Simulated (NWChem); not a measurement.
All runs are NWChem calculations. System: C₂H₈Si, charge 0, spin multiplicity 1, at a geometry optimised with B3LYP/def2-SVP. The structure started from a generated list of species. Level: TD-BHandHLYP/def2-SVP.

Part of the output:

```
             Northwest Computational Chemistry Package (NWChem) 7.3.0
             --------------------------------------------------------

                                NWChem Input Module
                                -------------------

 Scaling coordinates for geometry "geometry" by  1.889725989
 (inverse scale =  0.529177249)

 Turning off AUTOSYM since
 SYMMETRY directive was detected!

                             Geometry "geometry" -> ""
                             -------------------------

 Output coordinates in angstroms (scale by  1.889725989 to convert to a.u.)

  No.       Tag          Charge          X              Y              Z
 ---- ---------------- ---------- -------------- -------------- --------------
    1 Si                  14.0000     0.00000000     0.00000000    -0.54898200
    2 C                    6.0000    -1.56303200     0.00000000     0.51236400
    3 C                    6.0000     1.56303200     0.00000000     0.51236400
    4 H                    1.0000     0.00000000     1.20637200    -1.43482200
    5 H                    1.0000     0.00000000    -1.20637200    -1.43482200
    6 H                    1.0000    -1.60218900    -0.89119800     1.16007300
    7 H                    1.0000    -2.46790000     0.00000000    -0.11663300
    8 H                    1.0000    -1.60218900     0.89119800     1.16007300
    9 H                    1.0000     2.46790000     0.00000000    -0.11663300
   10 H                    1.0000     1.60218900    -0.89119800     1.16007300
   11 H                    1.0000     1.60218900     0.89119800     1.16007300

 Effective nuclear repulsion energy (a.u.)     113.1647135009

            Nuclear Dipole moment (a.u.)
            ----------------------------
        X                 Y               Z
 ---------------- ---------------- ----------------
     0.0000000000     0.0000000000     0.0000037795

      Symmetry information
      --------------------

 Group name             C2v
 Group number             16
 Group order               4
 No. of unique centers     5

      Symmetry unique atoms

     1    2    4    6    7


 Summary of "ao basis" -> "" (spherical)
 ------------------------------------------------------------------------------
       Tag                 Description            Shells   Functions and Types
 ---------------- ------------------------------  ------  ---------------------
 *                          def2-svp                  on all atoms
[...]
     Occ.   16  a1  ---  Virt.   21  a1  -0.08368 X
     Occ.   17  b1  ---  Virt.   19  b1   0.44427 X
     Occ.   17  b1  ---  Virt.   24  b1  -0.06445 X
  ----------------------------------------------------------------------------
  Root   3 singlet b1             0.358589230 a.u.                9.7577 eV
  ----------------------------------------------------------------------------
     Transition Moments    X -0.88179   Y -0.00000   Z  0.00000
     Transition Moments   XX  0.00000  XY -0.00000  XZ -1.01890
     Transition Moments   YY -0.00000  YZ  0.00000  ZZ -0.00000
     Dipole Oscillator Strength                    0.1858811819
     Electric Quadrupole                           0.0000002549
     Magnetic Dipole                               0.0000115226
     Total Oscillator Strength                     0.1858929594

          sigma_e =   2.3615 Angstrom
          sigma_h =   1.8251 Angstrom
         |d_h->e| =   0.2477 Angstrom
            d_exc =   2.7573 Angstrom
            d_CD1 =   0.7842 Angstrom
            d_CD2 =  -1.8456 Angstrom
            d_CD3 =   3.0051 Angstrom
     Pearson C.C. =   0.1585

     Occ.   13  b1  ---  Virt.   18  a1   0.07411 X
     Occ.   13  b1  ---  Virt.   21  a1   0.05092 X
     Occ.   16  a1  ---  Virt.   19  b1  -0.93478 X
     Occ.   16  a1  ---  Virt.   24  b1  -0.11714 X
     Occ.   17  b1  ---  Virt.   21  a1  -0.28627 X
     Occ.   17  b1  ---  Virt.   27  a1  -0.09241 X
  ----------------------------------------------------------------------------
  Root   4 singlet b2             0.358987725 a.u.                9.7686 eV
  ----------------------------------------------------------------------------
     Transition Moments    X -0.00000   Y  0.19575   Z -0.00000
     Transition Moments   XX  0.00000  XY  0.00000  XZ -0.00000
     Transition Moments   YY -0.00000  YZ -1.76932  ZZ  0.00000
     Dipole Oscillator Strength                    0.0091708524
     Electric Quadrupole                           0.0000007712
     Magnetic Dipole                               0.0000109497
     Total Oscillator Strength                     0.0091825733

          sigma_e =   2.3093 Angstrom
          sigma_h =   1.7397 Angstrom
         |d_h->e| =   0.8688 Angstrom
            d_exc =   2.9186 Angstrom
            d_CD1 =   1.4384 Angstrom
            d_CD2 =  -1.1557 Angstrom
            d_CD3 =   3.7874 Angstrom
     Pearson C.C. =   0.0742

     Occ.   14  a2  ---  Virt.   19  b1  -0.06022 X
     Occ.   15  b2  ---  Virt.   18  a1   0.88772 X
     Occ.   15  b2  ---  Virt.   21  a1  -0.28753 X
     Occ.   15  b2  ---  Virt.   27  a1  -0.06524 X
     Occ.   16  a1  ---  Virt.   20  b2   0.31600 X
     Occ.   16  a1  ---  Virt.   23  b2   0.07322 X
     Occ.   17  b1  ---  Virt.   25  a2   0.05365 X
  ----------------------------------------------------------------------------
  Root   5 singlet a1             0.360276477 a.u.                9.8036 eV
  ----------------------------------------------------------------------------
     Transition Moments    X -0.00000   Y  0.00000   Z -0.28853
     Transition Moments   XX -2.66535  XY -0.00000  XZ -0.00000
     Transition Moments   YY  1.08184  YZ -0.00000  ZZ -0.32908
     Dipole Oscillator Strength                    0.0199951721
     Electric Quadrupole                           0.0000008919
     Magnetic Dipole                               0.0000000000
     Total Oscillator Strength                     0.0199960641

          sigma_e =   2.3537 Angstrom
          sigma_h =   1.8146 Angstrom
         |d_h->e| =   0.5557 Angstrom
            d_exc =   2.9919 Angstrom
            d_CD1 =   1.0949 Angstrom
            d_CD2 =  -1.5285 Angstrom
            d_CD3 =   3.5475 Angstrom
     Pearson C.C. =   0.0223

     Occ.   12  a1  ---  Virt.   21  a1  -0.05077 X
     Occ.   12  a1  ---  Virt.   22  a1   0.05399 X
     Occ.   15  b2  ---  Virt.   20  b2  -0.11531 X
     Occ.   16  a1  ---  Virt.   18  a1  -0.40521 X
     Occ.   16  a1  ---  Virt.   21  a1   0.23074 X
     Occ.   16  a1  ---  Virt.   22  a1  -0.07385 X
     Occ.   17  b1  ---  Virt.   19  b1   0.85872 X
     Occ.   17  b1  ---  Virt.   26  b1   0.08458 X

              Target root =      1
          Target symmetry = none
      Ground state energy =   -370.324814490309
        Excitation energy =      0.345694576192
     Excited state energy =   -369.979119914116

  stored tddft:energy   -369.97911991411638

 Task  times  cpu:      119.8s     wall:      119.8s

 Total times  cpu:      119.8s     wall:      119.8s
```

Q: Write an NWChem input that would produce this output.

A: One answer among several that fit: 
```
start mol
memory heap 200 mb stack 900 mb global 1100 mb
geometry units angstroms nocenter noautoz
  Si     0.000000     0.000000    -0.548982
  C     -1.563032     0.000000     0.512364
  C      1.563032     0.000000     0.512364
  H      0.000000     1.206372    -1.434822
  H      0.000000    -1.206372    -1.434822
  H     -1.602189    -0.891198     1.160073
  H     -2.467900     0.000000    -0.116633
  H     -1.602189     0.891198     1.160073
  H      2.467900     0.000000    -0.116633
  H      1.602189    -0.891198     1.160073
  H      1.602189     0.891198     1.160073
  symmetry group C2v
end
basis spherical
  * library def2-svp
end
dft
  xc bhlyp
  semidirect memsize 60000000 filesize 0
  iterations 100
end
tddft
  rpa
  nroots 5
  notriplet
  thresh 1e-4
end
task tddft energy
```
